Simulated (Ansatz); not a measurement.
Relaxation of C₂H₉FO₂Si₂ (16 atoms, charge 0, multiplicity 1), to a largest force component of 0.02 eV/Å in at most 40 steps.

Method: RHF/6-31G in Ansatz.

```xyz
16
Properties=species:S:1:pos:R:3
Si 0.000 0.000 0.000
F 0.000 0.000 1.590
O 1.584 0.000 -0.559
C 2.350 -1.163 -0.836
H 1.719 -1.905 -1.367
H 3.218 -0.893 -1.473
H 2.714 -1.602 0.116
Si -1.046 1.812 -0.739
H -2.430 1.478 -1.061
H -1.022 2.844 0.293
H -0.374 2.307 -1.937
O -0.791 -1.371 -0.559
C -1.536 -2.268 0.250
H -1.225 -2.158 1.310
H -2.619 -2.040 0.157
H -1.349 -3.311 -0.083
```

Q: Where does it end, and by what steps?

A: The run converged. The force dipped under the threshold on the way, but the program's further checks kept it going. Limits of this set-up: no polarisation functions. After 24 steps the energy has fallen by 0.685 eV; H9 moved furthest, 1.35 Å.

```
step  energy less start (eV)  largest force component (eV/Å)  accepted
   0                  0.0000                           3.413       yes
   1                 -0.4910                           2.095       yes
   2                 -0.5787                           0.778       yes
   3                 -0.6093                           0.218       yes
   4                 -0.6159                           0.196       yes
   5                 -0.6329                           0.117       yes
   6                 -0.6349                           0.328       yes
   7                 -0.6441                           0.193       yes
   8                 -0.6589                           0.073       yes
   9                 -0.6606                           0.258       yes
  10                 -0.6662                           0.110       yes
  11                 -0.6688                           0.087       yes
  12                 -0.6748                           0.092       yes
  13                 -0.6549                           0.702        no
  14                 -0.6717                           0.492        no
  15                 -0.6781                           0.050       yes
  16                 -0.6793                           0.176       yes
  17                 -0.6806                           0.135       yes
  18                 -0.6835                           0.039       yes
  19                 -0.6842                           0.016       yes
  20                 -0.6823                           0.244        no
  21                 -0.6848                           0.033       yes
  22                 -0.6849                           0.040       yes
  23                 -0.6851                           0.034       yes
  24                 -0.6851                           0.014       yes
```

```xyz
16
Properties=species:S:1:pos:R:3
Si -0.187 0.032 -0.047
F 0.143 0.005 1.605
O 1.277 -0.285 -0.780
C 2.381 -1.175 -0.653
H 2.099 -2.169 -0.975
H 3.170 -0.805 -1.286
H 2.724 -1.211 0.373
Si -1.026 2.080 -0.779
H -2.298 2.378 -0.066
H -0.029 3.150 -0.500
H -1.275 1.990 -2.243
O -1.321 -1.169 -0.274
C -1.563 -2.518 0.112
H -1.408 -2.643 1.176
H -2.587 -2.747 -0.134
H -0.906 -3.185 -0.430
```

Run time: 89 s on 1 thread of Arm Neoverse V2, on a shared host, peak memory 0.21 GiB.
